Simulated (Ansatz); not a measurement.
Computed with frozen-core CCSD(T)/cc-pVDZ // PBE0-D4/def2-SVP in Ansatz (an electronic-structure program). The restricted HF reference is unstable towards unrestricted orbitals.

Ansatz 0.2 input:
```yaml
crystal:
  periodic: [false, false, false]
  atoms:
    - { symbol: Si, position_ang: [-3.653625, 0.052429, 0.05591] }
    - { symbol: C, position_ang: [-1.800213, -0.249399, 0.092491] }
    - { symbol: C, position_ang: [-1.279093, -1.572978, 0.119923] }
    - { symbol: C, position_ang: [0.073892, -1.800769, 0.146171] }
    - { symbol: C, position_ang: [0.998558, -0.72435, 0.146793] }
    - { symbol: C, position_ang: [2.398072, -0.943248, 0.173697] }
    - { symbol: C, position_ang: [3.270279, 0.118799, 0.173613] }
    - { symbol: C, position_ang: [2.786623, 1.443887, 0.146756] }
    - { symbol: C, position_ang: [1.431118, 1.678067, 0.120425] }
    - { symbol: Cl, position_ang: [0.869593, 3.318273, 0.087746] }
    - { symbol: C, position_ang: [0.488749, 0.610789, 0.119397] }
    - { symbol: C, position_ang: [-0.914097, 0.811615, 0.092769] }
    - { symbol: H, position_ang: [-4.26647, -0.57172, -1.157573] }
    - { symbol: H, position_ang: [-4.310457, -0.552148, 1.256187] }
    - { symbol: H, position_ang: [-3.909916, 1.523297, 0.038996] }
    - { symbol: H, position_ang: [-1.963242, -2.426753, 0.120375] }
    - { symbol: H, position_ang: [0.462448, -2.822312, 0.167214] }
    - { symbol: H, position_ang: [2.771151, -1.969919, 0.194464] }
    - { symbol: H, position_ang: [4.348855, -0.052564, 0.19436] }
    - { symbol: H, position_ang: [3.477323, 2.288445, 0.14661] }
    - { symbol: H, position_ang: [-1.27954, 1.840565, 0.072275] }
basis:
  gaussian: { orbitals: cc-pVDZ }
correlation:
  method: ccsd_t
```

Output:

```
Functional definition: HF
2087 factors; integrals over basis functions are off by at most 1.1e-3 eV
mean field evaluation 1: about -30808.0031 eV, gradient 3.9e1 eV
mean field evaluation 2: about -30808.5536 eV, gradient 3.9e1 eV
mean field evaluation 4: about -30813.8092 eV, gradient 7.1e0 eV
mean field evaluation 8: about -30813.9622 eV, gradient 3.8e-1 eV
mean field evaluation 16: about -30808.0009 eV, gradient 3.9e1 eV
mean field -30813.96350350 eV, -1132.3922722992 hartree, gradient 2.4e-6 eV, S^2 0.000000; 0 other end points of the search recorded, 0 dependent functions left out; unrestricted orbitals would lower it
20 core orbitals not correlated
reference -30813.96350350 eV, -1132.3922722992 hartree; 30, 30 occupied and 171, 171 virtual orbitals, 2087 factors
second order -41.77146376 eV of doubles, -0.00000000 eV of singles
cycle   1  -42.06748614 eV  change   -3.0e-1 eV  update   1.7e-1
cycle   2  -43.34602041 eV  change    -1.3e0 eV  update   5.5e-2
cycle   3  -43.63455116 eV  change   -2.9e-1 eV  update   2.3e-2
cycle   4  -43.63721885 eV  change   -2.7e-3 eV  update   7.2e-3
cycle   5  -43.63940019 eV  change   -2.2e-3 eV  update   3.2e-3
cycle   6  -43.64077063 eV  change   -1.4e-3 eV  update   9.7e-4
cycle   7  -43.64035399 eV  change    4.2e-4 eV  update   3.6e-4
cycle   8  -43.64037874 eV  change   -2.5e-5 eV  update   1.5e-4
cycle   9  -43.64044057 eV  change   -6.2e-5 eV  update   5.9e-5
perturbative correction -1.98328291 eV, -0.0728843026 hartree
Total energy: -30859.58722698 eV, -1134.0689132120 hartree
```

Cost: very roughly 24 core-minutes.
